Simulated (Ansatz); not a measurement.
`[F][Ge]([F])([Cl])[Cl]` + HCl → `[F][Ge]([Cl])([Cl])[Cl]` + H–F at 700 K and 1 bar (ligand exchange at a Ge–F bond).

Calculated with Ansatz (gas phase, PBE0-D4/def2-TZVP geometries, no zero-point term in ΔE). CBS: MP2 limit from def2 TZ/QZ plus the TZ coupled-cluster correction, frozen cores. This one scheme is used for every species. For Ge outer-core shells are correlated without core-valence functions, which leaves a few kJ/mol of doubt a bond. Scalar relativity is left out up to krypton.

```csv
species,CCSD(T)/CBS energy (Eh),H − E (kJ/mol),S (J/(mol·K))
`[F][Ge]([F])([Cl])[Cl]`,-3195.41116,79.2,424.2
HCl,-460.38127,38.4,211.8
`[F][Ge]([Cl])([Cl])[Cl]`,-3555.40119,78.3,434.1
H–F,-100.39570,45.2,198.5
```

H − E and S are ideal-gas, rigid-rotor, harmonic terms from PBE0-D4/def2-TZVP. 1 Eh = 2625.50 kJ/mol, R = 8.31446 J/(mol·K).

Task: By hand: ΔE, ΔH, ΔS and ΔG.

Result: ΔE = (-3555.40119) + (-100.39570) − (-3195.41116) − (-460.38127) = -0.00446 Eh = -11.7 kJ/mol. Δ(H − E) = 78.3 + 45.2 − 79.2 − 38.4 = 5.9, so ΔH = -5.8 kJ/mol. ΔS = 434.1 + 198.5 − 424.2 − 211.8 = -3.4 J/(mol·K). ΔG = -5.8 − 700 × (-3.4)/1000 = -3.4 kJ/mol.

Task: By hand: the equilibrium constant, and the temperature at which ΔG would vanish if ΔH and ΔS stayed fixed.

Result: log₁₀ K = −ΔG/(RT ln 10) = 0.3. ΔG = 0 at ΔH/ΔS = 1706 K, though so small a ΔH makes that figure unsure.

TΔS isn't small against ΔH here. The sign of ΔG lies within the doubt. A doubt of 5 kJ/mol in ΔE shifts log₁₀ K by 0.4 here. These are equilibria of isolated gas molecules and say nothing of rates. Largest T1 diagnostic: 0.011 (customary marks: 0.02 for closed shells, 0.045 for open ones).
